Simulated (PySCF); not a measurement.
**Ionisation energy of Al²⁺ by level of theory**

Al²⁺ [Ne] 3s1 (2S) → Al³⁺ [Ne] (1S), as a difference of total energies. Computed with PySCF 2.14 in aug-cc-pCVTZ-DK (8s7p5d3f, 75 functions), with scalar relativity by spin-free X2C-1e. Correlated levels: nothing frozen. The calculations carry no spin-orbit coupling.

| method | ionisation energy (eV) | error (eV) |
| --- | --- | --- |
| UHF | 28.088 | -0.360 |
| MP2 (all electrons) | 28.354 | -0.094 |
| SCS-MP2 (all electrons) | 28.296 | -0.152 |
| CCSD (all electrons) | 28.355 | -0.093 |
| CCSD(T) (all electrons) | 28.362 | -0.086 |

Reference: 28.448 eV (measured; NIST Atomic Spectra Database, ionization energies).

Errors of the correlated levels include the incompleteness of this basis.
